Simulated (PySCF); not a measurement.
# Radial density of Xe³⁺ (xenon, charge +3)

M06-2X, [Kr] 4d10 5s2 5p3, high-spin 4S determinant. All numbers are calculated (PySCF 2.14, the spin-free X2C one-electron Hamiltonian (Gaussian nucleus), in x2c-TZVPall).

```
r (bohr)  4πr²ρ (e/bohr)  4πr²(ρα − ρβ)
  0.0242           67.25         0.0293
  0.0408           61.95         0.0798
  0.0686           86.97         0.0873
   0.115           76.98        -0.0308
   0.194           71.32         0.1459
   0.326           55.23         0.0175
   0.549           26.62         0.3990
   0.923           20.44        -0.0344
    1.55           5.355         1.9463
    2.61           1.352         0.9204
    4.39         0.03213         0.0258
    7.39       5.009e-05         0.0000
```

Densities and radii are taken from the X2C orbitals without a picture-change correction, which distorts them close to the nucleus.

Question: Where is the radial spin density 4πr²(ρα − ρβ) most negative, and why is it negative at all?

Answer: Around r = 0.923 bohr, down to -0.0344 e/bohr: exchange with the open shell polarises the paired shells in an unrestricted calculation.
